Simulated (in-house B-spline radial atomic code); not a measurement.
**Response and correlation of Yb III (Yb2+)**

Closed shell [Xe] 4f14. Computed with an all-electron radial atomic-structure program (B-spline basis): Dirac-Hartree-Fock, relativistic RPA (time-dependent Dirac-Hartree-Fock) for the response and second-order many-body perturbation theory for correlation, no-pair Dirac-Coulomb Hamiltonian, finite nucleus, speed of light scaled by 100 (non-relativistic limit).

```tsv
multipole (bohr³, bohr⁵, bohr⁷)	uncoupled	coupled RPA
dipole	7.1487	5.952
quadrupole	12.054	?
octupole	74.431	100.52
```

Q: What is the coupled quadrupole polarisability?

A: 14.622 atomic units, +21 % against the uncoupled value.

Q: Which subshells carry the dipole polarisability?

A: 5p3/2 48.4 %, 5p1/2 24.2 %, 4f7/2 15.2 %.

Q: What does the dipole shielding factor come to?

A: The dipole shielding factor is 0.972, against the exact N/Z = 68/70 = 0.971 of the non-relativistic theorem.

Dipole polarisability at imaginary frequency:

| u (Eh) | α(iu) (bohr³) |
| --- | --- |
| 0 | 5.952 |
| 0.26 | 5.591 |
| 0.779 | 4.092 |
| 1.56 | 2.394 |
| 2.6 | 1.349 |
| 5.2 | 0.5482 |
| 10.4 | 0.2066 |
| 26 | 0.04992 |

Q: What dispersion coefficients follow for two such ions (the dispersion part alone)?

A: C6 = (3/π)∫α(iu)²du = 33.82 hartree·bohr⁶ and C8 = 469.2 hartree·bohr⁸.

Lowest J = 1 odd-parity excitations:

| energy (eV) | oscillator strength | leading channel | weight |
| --- | --- | --- | --- |
| 10.046 | 1.47e-11 | 4f5/2 → d5/2 | 0.514 |
| 11.315 | 8.63e-12 | 4f5/2 → d5/2 | 0.456 |
| 12.273 | 0.113 | 4f7/2 → d5/2 | 0.554 |
| 23.578 | 7.31e-10 | 4f5/2 → d5/2 | 0.474 |
| 23.812 | 3.63e-09 | 4f5/2 → d5/2 | 0.457 |
| 23.859 | 0.0159 | 4f7/2 → d5/2 | 0.563 |
| 24.258 | 3.45e-10 | 5p3/2 → d3/2 | 0.469 |
| 26.883 | 9.17e-09 | 5p1/2 → d3/2 | 0.498 |

Second-order correlation energy by the highest angular momentum of the excited pair (hartree): s -0.02324, p -0.234, d -0.8958, f -1.799, g -1.203, h -0.416, i -0.1917, k -0.09488.

Q: What is the second-order correlation energy at the partial-wave limit?

A: The listed waves sum to -4.8579 hartree; extrapolating the increments as (l + 1/2)⁻⁴ gives -5.0518 hartree, -2.02 eV per electron.
